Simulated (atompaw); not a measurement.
Plane-wave convergence, PAW (atompaw) potential for Fe

atompaw 4.2.0.5 input, output lines left out:

```
Fe 26
LDA-PW scalarrelativistic loggrid 1500 logderivrange -3 5 201
4 4 3 0 0 0
4 1 0
3 2 6
0 0 0
c
c
c
v
c
c
v
v
3
3.00 2.45 2.70 2.10
y
4.25
n
y
0.35
n
y
-0.1
n
y
-0.15
y
2.35
n
custom polynom gramschmidtortho sinc
4 0.5 vpsmatchnc
3.00
2.00
3.00
3.00
1.85
1.85
3.00
3.00
```

The pseudo-atom Hamiltonian at the reference potential is diagonalised in spherical Bessel functions j_l(qr) that vanish at 20 bohr, with q² up to the cutoff. All-electron valence levels (Ry): 4s -0.4029, 4p -0.1052, 3d -0.5698.

Problem. How do the lowest levels (Ry) of each channel move with the cutoff, and are there ghosts?

Solution.

| cutoff (Ry) | s #1 | p #1 | p #2 | d #1 | f #1 | f #2 | Σ f·Δε (mRy) |
| --- | --- | --- | --- | --- | --- | --- | --- |
| 8 | -0.4029 | -0.1052 | 0.0482 | 0.0570 | 0.1123 | 0.2380 | 3761.1 |
| 12 | -0.4029 | -0.1052 | 0.0482 | -0.1786 | 0.1123 | 0.2380 | 2347.2 |
| 18 | -0.4029 | -0.1052 | 0.0482 | -0.5198 | 0.1123 | 0.2380 | 300.3 |
| 25 | -0.4029 | -0.1052 | 0.0482 | -0.5647 | 0.1123 | 0.2380 | 30.8 |
| 30 | -0.4029 | -0.1052 | 0.0482 | -0.5682 | 0.1123 | 0.2380 | 9.6 |
| 40 | -0.4029 | -0.1052 | 0.0482 | -0.5689 | 0.1123 | 0.2380 | 5.5 |
| 50 | -0.4029 | -0.1052 | 0.0482 | -0.5697 | 0.1123 | 0.2380 | 0.9 |
| 60 | -0.4029 | -0.1052 | 0.0482 | -0.5697 | 0.1123 | 0.2380 | 0.7 |
| 400 | -0.4029 | -0.1052 | 0.0482 | -0.5698 | 0.1123 | 0.2380 | 0.0 |

Result: no extra level below or beside the all-electron valence levels (s, p, d, f tested); 10 mRy is reached at 30 Ry and 1 mRy at 50 Ry.
